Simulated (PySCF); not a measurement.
Species: BrH₇OSi₃.
Bonds: O1–Si2, Si2–Si3, Si3–Si4, Si4–Br5. Hydrogens: H6 on O1; H7, H8 on Si2; H9, H10 on Si3; H11, H12 on Si4.

Computed by this run: PBE0-D3(BJ)/def2-SVP geometry optimisation, gas phase in PySCF; density fitting, grid level 1; the optimiser is geomeTRIC in internal coordinates, started from a GFN2-xTB structure with every atom displaced at random (about 0.01 Å).

Step 4: E = -95804.8153 eV
```
atom  x, y, z in Å  |  force x, y, z in eV/Å
O1     -1.1708   -1.6943    0.4939    0.000   0.016   0.010
Si2    -1.6974   -0.2167   -0.0885    0.007   0.060  -0.035
Si3     0.0890    1.2221    0.3887   -0.028  -0.035  -0.015
Si4     2.0294    0.0040   -0.0791    0.023   0.014   0.082
Br5     1.9888   -0.3820   -2.2854   -0.011  -0.017  -0.018
H6     -1.7496   -2.4504    0.3598   -0.005  -0.024  -0.013
H7     -2.9691    0.2248    0.5726    0.015  -0.016   0.006
H8     -1.9549   -0.2524   -1.5640    0.007  -0.013   0.012
H9      0.0614    2.4269   -0.4983   -0.003   0.012   0.034
H10     0.0764    1.6502    1.8243   -0.001   0.012  -0.012
H11     2.0538   -1.3084    0.6271    0.004   0.003  -0.011
H12     3.2846    0.7498    0.2387   -0.007  -0.010  -0.040
```

Step 5: E = -95804.8193 eV
```
atom  x, y, z in Å  |  force x, y, z in eV/Å
O1     -1.1541   -1.6976    0.4672   -0.003  -0.003   0.014
Si2    -1.6727   -0.2085   -0.0927   -0.026   0.024  -0.041
Si3     0.0934    1.2410    0.4238   -0.047  -0.110  -0.051
Si4     2.0200    0.0063   -0.0628    0.013   0.012   0.086
Br5     1.8604   -0.4754   -2.2448    0.004  -0.017  -0.030
H6     -1.7227   -2.4522    0.2856    0.021  -0.002  -0.006
H7     -2.9601    0.2092    0.5520    0.009  -0.002   0.015
H8     -1.9041   -0.2205   -1.5726    0.003   0.000   0.006
H9      0.0454    2.4321   -0.4786    0.026   0.050   0.049
H10     0.0651    1.6637    1.8589    0.011   0.039  -0.002
H11     2.0744   -1.2740    0.6982   -0.004   0.000  -0.007
H12     3.2966    0.7496    0.1557   -0.006   0.009  -0.033
```

**Question.** Estimate the geometry and energy of step 6. (The exact step hangs on the optimiser's Hessian estimate; all steps are aligned on step 5, rigid shifts and turns removed.)

**Answer.** E = -95804.8215 eV, largest force 0.096 eV/Å
```
atom  x, y, z in Å  |  force x, y, z in eV/Å
O1     -1.1464   -1.6949    0.4551   -0.005  -0.004   0.013
Si2    -1.6711   -0.2043   -0.0962   -0.024  -0.005  -0.027
Si3     0.0917    1.2439    0.4302   -0.031  -0.080  -0.042
Si4     2.0168    0.0054   -0.0558   -0.005   0.000   0.040
Br5     1.8309   -0.5129   -2.2294    0.007  -0.011  -0.018
H6     -1.7060   -2.4532    0.2606    0.023   0.006  -0.006
H7     -2.9594    0.2032    0.5522    0.004   0.004   0.012
H8     -1.9001   -0.2096   -1.5759   -0.003   0.006  -0.001
H9      0.0444    2.4408   -0.4648    0.031   0.041   0.035
H10     0.0628    1.6688    1.8645    0.008   0.025   0.005
H11     2.0813   -1.2646    0.7208   -0.002   0.002   0.005
H12     3.2967    0.7510    0.1282   -0.002   0.016  -0.017
```

The energy changes by -0.0022 eV. The first-order estimate −F·Δx gives -0.0025 eV and the mean of the old and new forces, exact on a quadratic surface, -0.0021 eV. The step makes an angle of 80° with the force vector and moves no atom by more than 0.050 Å.

The cost below is that of the whole optimisation. The run took 2.8 min of wall time on an Arm Neoverse V1 with one thread, no GPU, on a shared host, and the process peaked at 0.54 GiB of memory.
